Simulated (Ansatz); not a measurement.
B₄H⁺, relaxed as a singlet with RKS r2SCAN-D4/def2-TZVP in Ansatz, starting from the GFN2-xTB geometry. Force threshold 0.02 eV/Å.

The structure comes from a short search, and lower isomers may exist.

Start:

```xyz
5

B     0.4107    0.8253    1.0540
B    -0.8197   -0.5445   -0.5990
B     0.5828   -0.0955   -0.2424
B     1.7578    0.6185    0.5364
H    -1.9316   -0.8037   -0.7490
```

| step | energy (eV) | largest force component (eV/Å) | SCF passes |
| --- | --- | --- | --- |
| 1 | -2704.1207 | 1.584 | 19 |
| 2 | -2704.1786 | 0.618 | 24 |
| 3 | -2704.1879 | 0.050 | 24 |
| 4 | -2704.1880 | 0.039 | 24 |
| 5 | -2704.1887 | 0.093 | 24 |
| 6 | -2704.1904 | 0.837 | 29 |
| 7 | -2704.2139 | 0.651 | 23 |
| 8 | -2704.3036 | 0.851 | 28 |
| 9 (rejected) | -2704.2648 | 1.545 | 33 |
| 10 | -2704.3185 | 1.590 | 29 |
| 11 | -2704.3755 | 0.528 | 28 |
| 12 | -2704.4129 | 0.289 | 28 |
| 13 | -2704.4479 | 0.663 | 26 |
| 14 (rejected) | -2704.4193 | 0.827 | 28 |
| 15 | -2704.4920 | 0.294 | 29 |
| 16 | -2704.4988 | 0.155 | 29 |
| 17 | -2704.5030 | 0.081 | 23 |
| 18 | -2704.5039 | 0.013 | 25 |

Force components are those of the run's own axes.

End:

Cartesian coordinates in Å:
```
B 0.036 0.621 0.860
B -0.703 -0.274 -0.247
B 0.873 -0.268 -0.541
B 1.551 0.603 0.544
H -1.756 -0.683 -0.615
```

Bonds formed: B1–B2 (atoms count from 1). The end is the same structure that another start reached, the lowest one found.

No frequencies were taken in this run, so the end may be a saddle point.

Hardware: 4 threads of Arm Neoverse V1 on a shared host. Wall time 15 s.
